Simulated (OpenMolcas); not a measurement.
**OpenMolcas run: Mo5+**

Mo5+ among 5 point charges of -2 e arranged as a square pyramid (C4v), 2.24 Å from the ion, with the axial distance 2.307 Å.

Input:

```
&GATEWAY
Coord
1

Mo 0.0 0.0 0.0
Basis=ANO-RCC-VDZP
Group=NoSym
NoMove
AngMom=0.0 0.0 0.0
AMFI
XField
5 Angstrom 0
2.240000 0.000000 0.000000 -2.000000
0.000000 2.240000 0.000000 -2.000000
-2.240000 0.000000 0.000000 -2.000000
0.000000 -2.240000 0.000000 -2.000000
0.000000 0.000000 2.307200 -2.000000
&SEWARD
* reference wave functions (RASSCF and RASSI steps not shown): 1 electron in 5 orbitals (4d)
>>> COPY JOB001 $Project.JobIph
&CASPT2
Multistate=5 1 2 3 4 5
NoMult
Frozen=14
IPEA=0.25
Imaginary=0.1
MaxIter=60
WThr=0.0 0.3 0.05
PrWF=0.5
NoMix
```

Launched by
```bash
OMP_NUM_THREADS=1 MOLCAS_MEM=1689 MOLCAS_PROJECT=a pymolcas a.inp > a.log  # once for each step of the input, in one work folder
```

Output, cut to the results:

```
--- CASPT2 ---
Orbital specifications:
      -----------------------

      Symmetry species                           1
                                                 a
      Frozen orbitals                           14
      Inactive orbitals                          4
      Active orbitals                            5
      Secondary orbitals                        20
      Deleted orbitals                           0
      Number of basis functions                 43
Type of calculation                        SS-CASPT2
      Fock operator                              state-specific
      IPEA shift                                 0.25
      Real shift                                 0.00
      Imaginary shift                            0.10
      The input orbitals will be transformed to quasi-canonical
Reference energy:       -4052.3116118992
      E2 (Non-variational):      -0.1660945710
      Shift correction:          -0.0000761519
      E2 (Variational):          -0.1661707229
      Total energy:           -4052.4777826221
      Residual norm:              0.0000001586
      Reference weight:           0.96655
      Contributions to the CASPT2 correlation energy
      Active & Virtual Only:          0.0000000002
      One Inactive Excited:          -0.0358179334
      Two Inactive Excited:          -0.1302766378
Reference energy:       -4052.3116118992
      E2 (Non-variational):      -0.1660945710
      Shift correction:          -0.0000761519
      E2 (Variational):          -0.1661707229
      Total energy:           -4052.4777826221
      Residual norm:              0.0000001586
      Reference weight:           0.96655
      Contributions to the CASPT2 correlation energy
      Active & Virtual Only:          0.0000000002
      One Inactive Excited:          -0.0358179334
      Two Inactive Excited:          -0.1302766378
::    CASPT2 Root  1     Total energy:  -4052.47778262
::    CASPT2 Root  2     Total energy:  -4052.47778262
::    CASPT2 Root  3     Total energy:  -4052.47625312
::    CASPT2 Root  4     Total energy:  -4052.45232557
::    CASPT2 Root  5     Total energy:  -4052.42834928
```

Spin-orbit levels above the lowest, with the averaged single-state CASPT2 energies on the diagonal:

```json
{"E (cm-1)": "0", "Degeneracy": "2", "2S+1": "2", "g": "0.68 1.63 1.63"}
{"E (cm-1)": "1750", "Degeneracy": "2", "2S+1": "2", "g": "0.16 0.16 3.93"}
{"E (cm-1)": "2640", "Degeneracy": "2", "2S+1": "2", "g": "1.32 3.63 3.63"}
{"E (cm-1)": "6940", "Degeneracy": "2", "2S+1": "2", "g": "0.54 2.21 2.21"}
{"E (cm-1)": "12490", "Degeneracy": "2", "2S+1": "2", "g": "2.05 2.05 3.39"}
```

Spin-orbit coupling mixes the spin-free states strongly: the lowest level takes only 66 % from its leading state, an unlabelled state of the same spin as most of the rest. An orbital doublet at a regular site is open to a Jahn-Teller distortion, which this geometry leaves out. Free-ion shares, where given, are those of the reference states; single-state CASPT2 does not remix them. This is an electrostatic model: the charges have no orbitals. An unlabelled pair can be two single states that coincide in this model. No measured value stands beside these numbers.

The CASPT2 steps took 0.62 s on 1 thread of Arm Neoverse V1 (shared host); the integral step is not counted.
